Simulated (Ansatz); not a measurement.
One change: `[CH2]1[SiH2][S][GeH2]1` becomes `[F][GeH]1[CH2][SiH2][S]1`.

Ansatz, PBE0-D4/def2-TZVP geometries, multiplicity 1. 

Scalar relativity is left out up to krypton.

```json
{"property": "size of the dipole moment (PBE/def2-TZVPP) / D", "`[CH2]1[SiH2][S][GeH2]1`": "2.17"}
{"property": "HOMO–LUMO gap (B3LYP/def2-TZVPP) / eV", "`[CH2]1[SiH2][S][GeH2]1`": "6.16"}
{"property": "size of the dipole moment (ωB97M-V/def2-TZVPP) / D", "`[CH2]1[SiH2][S][GeH2]1`": "2.24"}
{"property": "zero-point energy (PBE0-D4/def2-TZVP) / kJ/mol", "`[CH2]1[SiH2][S][GeH2]1`": "162.4"}
{"property": "LUMO energy (B3LYP/def2-TZVPP) / eV", "`[CH2]1[SiH2][S][GeH2]1`": "-0.74"}
{"property": "HOMO–LUMO gap (PBE0/def2-TZVPP) / eV", "`[CH2]1[SiH2][S][GeH2]1`": "6.61"}
```

Problem. What does the change do to each property? (An estimate is asked.)

Solution. Ansatz gave: 
```
                                          property  `[F][GeH]1[CH2][SiH2][S]1`  shift
    size of the dipole moment (PBE/def2-TZVPP) / D                        2.64   0.47
             HOMO–LUMO gap (B3LYP/def2-TZVPP) / eV                        6.73   0.57
size of the dipole moment (ωB97M-V/def2-TZVPP) / D                        2.78   0.54
    zero-point energy (PBE0-D4/def2-TZVP) / kJ/mol                       148.5  -13.9
               LUMO energy (B3LYP/def2-TZVPP) / eV                       -0.66   0.08
              HOMO–LUMO gap (PBE0/def2-TZVPP) / eV                        7.19   0.58
```

With PBE0 the HOMO falls by 0.51 eV and the LUMO rises by 0.08 eV, so the gap widens by about 0.59 eV. PBE moves the HOMO by -0.48 eV and ωB97M-V by -0.52 eV. Dipoles are sizes alone; their direction can turn.

B3LYP here is the variant with VWN-RPA as its local correlation; programs differ in this.
